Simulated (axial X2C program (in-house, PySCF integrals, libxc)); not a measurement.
# Worked dissociation energy of BeCo⁻: BLYP, scalar-relativistic

Calculated with an in-house relativistic program for diatomic molecules. Spin-free means the one-electron spin-free X2C Hamiltonian. Basis: Co dyall-av3z [10s11p7d3f2g], Be dyall-av3z [9s9p4d2f] (cores contracted in-house); Gaussian nuclei, density fitting, unrestricted open shells. Masses: Co 58.933 u, Be 9.012 u.

Molecular state: M_S = 1, Λ = 3 (beyond evenly filled blocks: π+α, π+β, π-α, δ+α, δ+β, δ-α).

```
E(Co-) (2M_S = 2, M_L = 0) : -1393.420766 hartree
E(Be) (2M_S = 0, M_L = 0)  : -14.664191 hartree
E(BeCo⁻) at Re             : -1408.118354 hartree
ωe                         : 366.7 cm⁻¹
ωexe                       : 4.45 cm⁻¹
```

(1) Work out De and D0.

The state is a single determinant with fixed occupations, the lowest that a limited PBE0 search found. De is counted from the lowest determinant-based energies of the atoms at the same level, without counterpoise correction. The highest occupied level is positive at some bond lengths even in Hartree–Fock (under at least one Hamiltonian), so the basis set holds the extra electron there; where that holds at Re the anion is at best weakly bound and its constants depend on the basis. PBE0 can misorder states that lie within some tenths of an eV, so this need not be the ground state of the molecule. The nearest other spin-free determinant of the search, M_S = 1, Λ = 1, lies 0.17 eV up at the distance of the search. The functionals have no current-density term, which raises determinants with orbital currents, atoms included. The atomic limit has a lower orbital projection than the molecule and lies lower at mean-field level, so De may be about a tenth of an eV too small. At some level and bond length an empty orbital lies below a filled one. The determinant is spin-polarised beyond a pure state at some levels (its spin-free form has ⟨S²⟩ too high), which makes Re and μ there less reliable.

Each atomic determinant is the lowest at this level and need not be a pure term. Totals compare only within one Hamiltonian and basis.

## Answers

(1) De = -1393.420766 + (-14.664191) − (-1408.118354) = 0.03340 hartree = 0.909 eV. The zero-point energy is ωe/2 − ωexe/4 = 182 cm⁻¹ = 0.023 eV, so D0 = 0.886 eV.
